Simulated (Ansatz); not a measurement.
Frontier orbitals of ClH$_{3}$Se$_{3}$Si, SMILES `Cl[Si]([SeH])([SeH])[SeH]`.

The species carries charge 0 and has multiplicity 1. Correlated methods include outer-core shells of Se, which these sets cover unevenly. Scalar relativity is left out up to krypton. The geometry is a stationary point of PBE0-D4/def2-TZVP. It is one conformer, not always the lowest. Basis def2-TZVPP, Ansatz.

| functional | HOMO (eV) | LUMO (eV) | gap (eV) |
| --- | --- | --- | --- |
| PBE | -6.12 | -1.91 | 4.21 |
| revPBE | -6.07 | -1.82 | 4.25 |
| B97M-V | -6.47 | -1.64 | 4.83 |
| PBE0 | -7.26 | -1.08 | 6.18 |
| B3LYP | -7.01 | -1.31 | 5.70 |
| r2SCANh | -6.83 | -1.40 | 5.43 |
| ωB97M-V | -9.37 | 0.79 | 10.16 |

A quarter of exact exchange (PBE0) shifts PBE's HOMO by −1.14 eV and its LUMO by +0.83 eV; full exchange at long range (ωB97M-V) shifts them by −3.26 and +2.71 eV. The gap opens from 4.20 to 10.17 eV, since occupied levels lose self-interaction and empty ones feel all the electrons. A positive LUMO is unbound and depends on the basis.

B3LYP here is the variant with VWN-RPA as its local correlation; programs differ in this.
